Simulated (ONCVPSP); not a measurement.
**Varying the ONCV potential for P (Z = 15)**

Base potential:

* Element: phosphorus (P)
* Generator: ONCVPSP 4.0.1
* Type: optimised norm-conserving Vanderbilt (ONCV)
* Functional: PBEsol
* Relativity: scalar-relativistic
* Frozen core: [Ne]
* Valence charge: 5
* Reference configuration: 3s2 3p1 (charge +2)
* Partial waves: 3s: rc 1.35 bohr, ncon 3, nbas 6, qcut 3.8 1/bohr, 3 projectors, debl 3 Ha; 3p: rc 1.40 bohr, ncon 4, nbas 8, qcut 4.8 1/bohr, 2 projectors, debl 2.6 Ha; d scattering state at 0.43 Ha: rc 1.15 bohr, ncon 5, nbas 9, qcut 8.3 1/bohr, 3 projectors, debl 2.1 Ha
* Local potential: polynomial inside 0.95 bohr (lpopt 5, dvloc0 0 Ha)
* Core correction: none

Cutoffs, loose and tight: the cutoffs (Ha) at which the residual kinetic energy of the hardest occupied pseudo-wave falls to 1 and 0.1 mHa per electron. They do not see the model core or the augmentation charge, which bear on the density cutoff. Test errors are all-electron minus pseudo excitation energies from the reference, over the configurations 3s2 3p3; 3s2 3p2; 3s2 3p0; 3s0 3p5. A dash means not determined; rows that change the core or the reference have their own tests.

A true bound ghost makes a file unfit for plane-wave use even where its test errors are small: the radial tests pick states by their node count and pass the ghost by.

```csv
change,outcome,"cutoff, loose","cutoff, tight",bound ghosts,GHOST(+) flags above zero,largest test error (meV)
base,generated,21 Ha,45 Ha,"s, d","s, d",+15
"all radii scaled by about 0.78 (s 1.06, p 1.10, d 0.90 bohr); local potential polynomial inside 0.74 bohr (lpopt 5, dvloc0 0 Ha)",generated,160 Ha,201 Ha,"s, p, d","s, d",+13
"all radii scaled by about 0.85 (s 1.14, p 1.18, d 0.98 bohr); local potential polynomial inside 0.80 bohr (lpopt 5, dvloc0 0 Ha)",generated,130 Ha,154 Ha,"s, p, d","s, p, d",+14
"all radii scaled by about 1.23 (s 1.66, p 1.72, d 1.40 bohr); local potential polynomial inside 1.16 bohr (lpopt 5, dvloc0 0 Ha)",generated,17 Ha,35 Ha,none,s,+32
"all radii scaled by about 1.32 (s 1.78, p 1.84, d 1.52 bohr); local potential polynomial inside 1.26 bohr (lpopt 5, dvloc0 0 Ha)","generated, projector energies reset by the program",12 Ha,30 Ha,none,s,+38
```

**Question.** What comes out with this change to the base: all radii scaled by about 0.94 (s 1.28, p 1.32, d 1.08 bohr); local potential polynomial inside 0.90 bohr (lpopt 5, dvloc0 0 Ha)?

**Answer.** outcome: generated; cutoff, loose: 19 Ha; cutoff, tight: 107 Ha; bound ghosts: s; GHOST(+) flags above zero: s, p, d; largest test error (meV): +14.

**Question.** What comes out with this change to the base: all radii scaled by about 1.11 (s 1.50, p 1.56, d 1.28 bohr); local potential polynomial inside 1.06 bohr (lpopt 5, dvloc0 0 Ha)?

**Answer.** outcome: generated; cutoff, loose: 27 Ha; cutoff, tight: 42 Ha; bound ghosts: none; GHOST(+) flags above zero: s, d; largest test error (meV): +19.

**Question.** What comes out with this change to the base: all radii scaled by about 1.17 (s 1.58, p 1.64, d 1.34 bohr); local potential polynomial inside 1.12 bohr (lpopt 5, dvloc0 0 Ha)?

**Answer.** outcome: generated; cutoff, loose: 21 Ha; cutoff, tight: 39 Ha; bound ghosts: d; GHOST(+) flags above zero: s, d; largest test error (meV): +24.

Reading the sweep of the scale of all radii (base = 1) (base included, trends over the rows without a ghost): Bound ghosts are found at 0.78, 0.85, 0.94, 1, 1.17.
